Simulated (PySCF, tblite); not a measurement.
Isomers of C5H8F3OP. Method: GFN2-xTB as coded in tblite; computed harmonic values from a numerical Hessian at the method's own geometry, unscaled. Errors from tens to a few hundred cm⁻¹ against measured bands are possible. Modes of hydrogen on phosphorus can be 10 to 20 % off. One conformer each.

Electronic energies: PBE0-D3(BJ)/def2-SVP at its own geometries (PySCF, gas phase).

```csv
SMILES,"electronic energy, lowest = 0 (kJ/mol)"
CC[P@](C)(=O)C(F)=C(F)F,167.7
O=[P@@H]1CC[C@H](C(F)(F)F)C1,0.0
COCP(C)C(F)=C(F)F,300.8
```

Q: How do GFN2-xTB zero-point energies change the relative energies?

A: 
```csv
SMILES,ZPE (kJ/mol),of it from modes above 1550 cm⁻¹,electronic (kJ/mol),"with ZPE, lowest = 0 (kJ/mol)",lowest mode (cm⁻¹),rings
O=[P@@H]1CC[C@H](C(F)(F)F)C1,334.5,138.4,0.0,0.0,36,1
CC[P@](C)(=O)C(F)=C(F)F,326.9,154.5,167.7,160.0,32,0
COCP(C)C(F)=C(F)F,325.1,151.7,300.8,291.4,13,0
```

The zero-point energies span 9.4 kJ/mol, from `COCP(C)C(F)=C(F)F` to `O=[P@@H]1CC[C@H](C(F)(F)F)C1`. The order is unchanged.

Q: And how do the electronic energies of GFN2-xTB itself compare?

A: `O=[P@@H]1CC[C@H](C(F)(F)F)C1` 0.0; `CC[P@](C)(=O)C(F)=C(F)F` 153.9; `COCP(C)C(F)=C(F)F` 330.0 kJ/mol, lowest = 0. Against the energies above, taken from the same isomer `O=[P@@H]1CC[C@H](C(F)(F)F)C1`, the largest difference is 29.2 kJ/mol. The two levels were optimised apart and needn't hold the same conformer.
